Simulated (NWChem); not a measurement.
System: CH5ClOSi2; SMILES Cl[SiH2]C([SiH3])=O

The following NWChem deck was run.

```
start job
memory heap 200 mb stack 900 mb global 1100 mb
geometry units angstroms noautosym nocenter noautoz
  O     -1.537758     1.746274     0.004695
  C     -0.594608     0.983401    -0.007075
  Si     1.243490     1.633303    -0.003562
  Si    -1.061588    -0.902600    -0.025937
  Cl     0.676095    -2.037269    -0.023188
  H      1.924885     1.126306     1.224733
  H      1.944000     1.102593    -1.210680
  H      1.218134     3.122742    -0.017644
  H     -1.860431    -1.214853     1.190137
  H     -1.843213    -1.194520    -1.258290
end
basis spherical
  O library def2-svp
  C library def2-svp
  Si library def2-svp
  Cl library def2-svp
  H library def2-svp
end
dft
  xc pbe0
  iterations 150
end
cosmo
  do_cosmo_smd true
  solvent propanol
end
task dft energy
```

Geometry: optimised at PBE0/def2-SVP. Solvent: 1-propanol.

Level: PBE0/def2-SVP with SMD (1 M gas to 1 M solution), gas-phase geometry. Reactions with the solvent are ignored.

Task: Give the results of this calculation. (PBE0/def2-SVP, SMD on the gas-phase geometry.) Quantities: solvation free energy (kcal/mol); cavity-dispersion-structure term (kcal/mol); dipole in solution (D).

Result: 
| Item | Value |
|---|---|
| solvation free energy (kcal/mol) | -2.4 |
| cavity-dispersion-structure term (kcal/mol) | 0.8 |
| dipole in solution (D) | 0.84 |
